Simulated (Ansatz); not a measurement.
Two isomers of C2H9NOSi: A = `C[SiH2]C(N)O`, B = `C[Si](C)(N)O`.

Computed with Ansatz on PBE0-D4/def2-TZVP structures; ΔE is electronic, products minus reactants. CCSD(T)/CBS is the MP2 limit (def2-TZVPP, def2-QZVPP) plus CCSD(T) − MP2 in def2-TZVPP, frozen cores. DFT in def2-TZVPP. B3LYP here is the variant with VWN-RPA as its local correlation; programs differ in this. Each species was taken in one conformer, which may not be the lowest.

A:

Z-matrix (Å, degrees):
```
C
Si 1 1.866
H 1 1.092 2 109.7
H 1 1.093 2 110.9 3 119.4
H 1 1.092 2 111.3 3 -120.3
C 2 1.905 1 113.3 3 -57.0
H 2 1.493 1 111.0 3 -177.5
H 2 1.492 1 111.2 3 62.6
O 6 1.415 2 106.4 1 48.9
N 6 1.449 2 114.4 1 170.3
H 6 1.101 2 109.9 1 -70.4
H 9 0.965 6 106.1 2 163.6
H 10 1.010 6 112.2 2 87.9
H 10 1.013 6 112.6 2 -35.3
```

B:

```xyz
14

C    -0.457    1.114    1.305
Si   -0.078    0.163   -0.249
C    -0.324   -1.670   -0.008
N     1.528    0.353   -0.835
O    -1.135    0.793   -1.355
H    -0.254    2.179    1.167
H    -1.510    1.011    1.580
H     0.151    0.760    2.141
H     0.336   -2.065    0.770
H    -1.354   -1.879    0.294
H    -0.127   -2.224   -0.930
H     2.216   -0.366   -0.688
H     1.958    1.259   -0.924
H    -0.950    0.571   -2.269
```

(1) Which is lower in electronic energy at CCSD(T)/CBS, and by how much? (Estimate.)

(2) Give E(B) − E(A) in kcal/mol with B3LYP-D4, MP2/def2-TZVPP, B3LYP, CCSD(T)/def2-TZVPP, PBE-D4, r2SCAN-D4, ωB97M-V. (Estimate.)

Largest T1 diagnostic: 0.011.

## Answers

(1) The calculation gave: B, by 79.5 kcal/mol.

(2) The calculation gave: B3LYP-D4 -77.1, MP2/def2-TZVPP -81.4, B3LYP -76.5, CCSD(T)/def2-TZVPP -78.1, PBE-D4 -72.7, r2SCAN-D4 -78.7, ωB97M-V -78.4. None reverses the order clearly.

From PBE to PBE0 (25 % exact exchange), in def2-TZVPP and without D4, E(B) − E(A) moves by −2.9 kcal/mol.
